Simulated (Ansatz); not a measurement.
Gas-phase electronic energies from Ansatz, PBE0-D4/def2-TZVP geometries. CCSD(T)/CBS adds triple-zeta CCSD(T) − MP2 to the extrapolated MP2 energy (def2 sets, frozen cores). Functionals use def2-TZVPP. For Ge outer-core shells are correlated without core-valence functions, which leaves a few kJ/mol of doubt a bond. Scalar relativity is left out up to krypton. One conformer a species, not always the lowest.

`F[SiH2]C[SiH2]Cl` + `C=C[NH][GeH3]` → `C=C[N]([GeH3])[SiH2]Cl` + `C[SiH2]F`  (ligand exchange at the Si–C bond)

| level | ΔE (kcal/mol) | difference from CCSD(T)/CBS |
| --- | --- | --- |
| B2PLYP | -14.8 | 1.2 |
| PBE | -12.2 | 3.8 |
| r2SCAN | -13.9 | 2.1 |
| MP2/def2-TZVPP | -16.7 | -0.7 |
| SCS-MP2/def2-TZVPP | -16.2 | -0.2 |
| CCSD/def2-TZVPP | -15.4 | 0.6 |
| CCSD(T)/def2-TZVPP | -15.9 | 0.1 |
| SCS-MP2/def2-QZVPP | -16.3 | -0.3 |
| HF/CBS(def2) | -13.7 | 2.3 |
| MP2/CBS(def2) | -16.9 | -0.9 |
| CCSD(T)/CBS | -16.0 | 0 |

Largest T1 diagnostic among the species: 0.012.

In def2-TZVPP, CCSD(T) changes the Hartree–Fock value by −2.3 kcal/mol (the triples alone add −0.5 kcal/mol) and MP2 by −3.1 kcal/mol. The D4 term adds −2.3 kcal/mol with B3LYP and −1.3 kcal/mol with PBE0; it sums over pairs of atoms, weighted by their polarisabilities, and B3LYP, whose exchange is more repulsive, gets the larger term.

B3LYP here is the variant with VWN-RPA as its local correlation; programs differ in this.
